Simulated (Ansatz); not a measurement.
Start from `[NH2][Ta](=[O])([Cl])[Cl]` and change one element to get `[NH2][Ta](=[S])([Cl])[Cl]`.

Ansatz, PBE0-D4/def2-TZVP geometries, multiplicity 1. Each molecule was computed in one conformer, which needn't be the lowest.

Elements past krypton have def2 core potentials.

```
                                        property  `[NH2][Ta](=[O])([Cl])[Cl]`
            HOMO–LUMO gap (PBE0/def2-TZVPP) / eV                         6.88
               HOMO energy (PBE/def2-TZVPP) / eV                        -7.42
              LUMO energy (PBE0/def2-TZVPP) / eV                        -1.93
size of the dipole moment (B3LYP/def2-TZVPP) / D                         3.59
           HOMO–LUMO gap (B3LYP/def2-TZVPP) / eV                         6.40
         HOMO–LUMO gap (ωB97M-V/def2-TZVPP) / eV                        11.22
```

Question: Give the same properties after the change, and the shifts. (An estimate is asked.)

Answer: Computed: 
```
                                        property  `[NH2][Ta](=[S])([Cl])[Cl]`  shift
            HOMO–LUMO gap (PBE0/def2-TZVPP) / eV                         5.55  -1.33
               HOMO energy (PBE/def2-TZVPP) / eV                        -6.71   0.71
              LUMO energy (PBE0/def2-TZVPP) / eV                        -2.33  -0.40
size of the dipole moment (B3LYP/def2-TZVPP) / D                         3.44  -0.15
           HOMO–LUMO gap (B3LYP/def2-TZVPP) / eV                         5.11  -1.29
         HOMO–LUMO gap (ωB97M-V/def2-TZVPP) / eV                         9.68  -1.54
```

With PBE0 the HOMO rises by 0.93 eV and the LUMO falls by 0.40 eV, so the gap narrows by about 1.33 eV. PBE moves the HOMO by 0.71 eV and ωB97M-V by 1.13 eV. Dipoles are sizes alone; their direction can turn.

Positive LUMOs are unbound, so they and the gaps depend on the basis.

B3LYP here is the variant with VWN-RPA as its local correlation; programs differ in this.
